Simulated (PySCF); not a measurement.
Heteronuclear NMR

Atom-mapped SMILES (the numbers label the heavy atoms): `[NH:1]=[C:2]([C:3]([F:4])([F:5])[F:6])[C:7]([F:8])([F:9])[F:10]`; H(Xn) means a hydrogen on atom n.

- structure optimised with PBE0-D3(BJ)/def2-SVP
- spin–spin couplings from B3LYP/pcJ-1 (spin–dipole term only in couplings to heteroatoms)
- PBE0/pcSseg-1 with gauge-including orbitals
- code: PySCF 2.14.0 with density-fitted response routines
- single conformer, one averaged value for each set of equivalent atoms, gas phase, relativity neglected

**Question.** What are the 19F shifts?

**Answer.** 
```tsv
atoms	environment	σ (ppm)	δ (ppm)
F4/F5/F6	fluorine of a CF3 group	260.1	-69.4
F8/F9/F10	fluorine of a CF3 group	263.5	-72.5
```

Shieldings were converted by a linear fit to measured shifts: 19F (scatter 6.9 ppm rms, 7.7 ppm with the 5 outliers that the fit left out vs CFCl3, solution or neat liquid, with a term for F on sp3 carbon). A few per cent of atoms miss by over 2 rms, more outside the fitted compound classes. Couplings are scaled by factors fitted to measured values: 1J(C,F) × 0.77 (rms 7.3 Hz), 2J(C,F) × 1.09 (rms 1.9 Hz, 5.0 with 1 outliers), 3J(C,F) × 1.48 (rms 1.3 Hz); all others are unscaled and can be 10–30 % off.

Couplings (the largest are listed; each averaged over equivalent pairs): 1J(C7,F8) = -268.9 Hz, 1J(C3,F4) = -267.9 Hz, 2J(F8,F9) = 71.9 Hz, 2J(F4,F5) = 69.3 Hz, 2J(C2,F4) = 44.1 Hz, 2J(C2,F8) = 40.4 Hz, 3J(N1,F4) = -4.1 Hz, 3J(N1,F8) = 2.3 Hz.

On a 400 MHz spectrometer 19F resonates near 376.4 MHz, so 1 ppm is 376.4 Hz.

**Question.** Predict the 15N NMR data.

**Answer.** 
```tsv
atoms	environment	σ (ppm)	δ (ppm)
N1	imine nitrogen	-105.9	-53.5
```

Shieldings were converted by a linear fit to measured shifts: 15N: δ = -150.45 − 0.916σ (rms 7.2 ppm, 79 shifts vs CH3NO2, solution or neat liquid). A few per cent of atoms miss by over 2 rms, more outside the fitted compound classes. Couplings are scaled by factors fitted to measured values: 1J(C,F) × 0.77 (rms 7.3 Hz), 2J(C,F) × 1.09 (rms 1.9 Hz, 5.0 with 1 outliers), 3J(C,F) × 1.48 (rms 1.3 Hz); all others are unscaled and can be 10–30 % off.

Couplings (the largest are listed; each averaged over equivalent pairs): 3J(N1,F4) = -4.1 Hz, 3J(N1,F8) = 2.3 Hz. Signs are for 15N, whose magnetogyric ratio is negative.

On a 400 MHz spectrometer 15N resonates near 40.5 MHz, so 1 ppm is 40.5 Hz.
